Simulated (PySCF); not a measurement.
# Vertical excitation energies

Compound: C5H14AlN.
Structure used (PBE0-D3(BJ)/def2-SVP), in Å, numbered top down from 1:
```xyz
21
C5H14AlN angstrom
C     -3.089   -0.561    0.003
C     -1.727   -1.119    0.418
Al    -0.147   -0.155   -0.303
N     -0.560    1.791    0.291
C      1.621   -0.365    0.543
C      2.799   -0.907   -0.236
C      2.763    0.543    0.117
H     -3.199   -0.528   -1.095
H     -3.940   -1.147    0.391
H     -3.245    0.473    0.363
H     -1.660   -1.167    1.522
H     -1.652   -2.173    0.092
H     -0.079    0.101   -1.898
H     -1.378    2.180   -0.178
H     -0.715    1.867    1.297
H      0.241    2.380    0.061
H      1.657   -0.629    1.610
H      2.650   -1.185   -1.285
H      3.525   -1.539    0.285
H      2.597    1.260   -0.697
H      3.467    0.902    0.876
```

Computed with TDDFT wB97X-D/def2-SVPD, vertical, gas phase, core orbitals frozen in the response (PySCF 2.14.0, density-fitted response routines).

Predict the UV-vis stick spectrum at this level.

```
state  E (eV)  E (kJ/mol)  λ (nm)       f  |μ| (D)  main configurations (H = HOMO, L = LUMO)
   S1    5.97         576   207.6  0.0006     0.17                                 H→L (90%)
   S2    6.37         615   194.6   0.014     0.77                               H-1→L (84%)
   S3    6.72         648   184.5   0.049     1.39                               H→L+1 (83%)
   S4    7.07         682   175.4   0.023     0.93                H→L+2 (41%), H-1→L+1 (32%)
   S5    7.29         703   170.2  0.0098     0.60    H-1→L+1 (42%), H→L+2 (29%), H-1→L (9%)
   S6    7.35         709   168.6   0.017     0.79   H-1→L+2 (49%), H→L+3 (15%), H→L+4 (10%)
   S7    7.42         716   167.2   0.031     1.04                               H-2→L (70%)
   S8    7.51         725   165.0  0.0016     0.24                  H→L+3 (45%), H→L+4 (21%)
   S9    7.69         742   161.2   0.020     0.82   H-3→L (39%), H-1→L+3 (20%), H→L+6 (14%)
  S10    7.81         754   158.7   0.086     1.70   H→L+5 (21%), H-1→L+3 (19%), H→L+3 (12%)
```

Triplets, Tamm–Dancoff:

```
state  E (eV)  λ (nm)  main configurations (H = HOMO, L = LUMO)
   T1    5.91   209.6                                 H→L (86%)
   T2    6.29   197.2                               H-1→L (79%)
   T3    6.50   190.7                               H→L+1 (71%)
   T4    6.86   180.8                H-1→L+1 (38%), H→L+2 (27%)
```

The lowest singlet lies at 5.97 eV (208 nm, ultraviolet) and is very weak; its leading configuration is HOMO→LUMO (90%). The most intense listed level is S10 at 7.81 eV (159 nm, f = 0.086), 1.84 eV above S1. It is the last of those listed, so stronger ones may follow. Löwdin shares by element: HOMO carbon 53% or more, aluminium 16% (atoms not listed hold the other 31%); LUMO aluminium 31%, hydrogen 24% or more, nitrogen 12% (atoms not listed hold the other 33%). Weighted by f, the mean energy of these states is 7.33 eV. Orbital energies (eV): HOMO-3 -10.05, HOMO-2 -9.68, HOMO-1 -8.84, HOMO -8.36, LUMO 1.23, LUMO+1 2.40, LUMO+2 2.63. The oscillator strengths of these states sum to 0.252; summed over the whole spectrum of an exact calculation they would give the number of electrons, 64 (Thomas–Reiche–Kuhn). The vertical ionisation energy (ΔSCF) is 8.44 eV, 0.63 eV above S10. Singlets were solved by full linear response, triplets in the Tamm–Dancoff approximation.

Hardware: Intel Xeon at 2.50 GHz, one thread, shared host with 64 logical CPUs at a one-minute load of 62. Cost: 9.9 min, 1.2 GiB resident at most.

One conformer stands for the species.

Without π bonds the low states are Rydberg-like; a valence basis with one diffuse set may place them up to an eV too high.
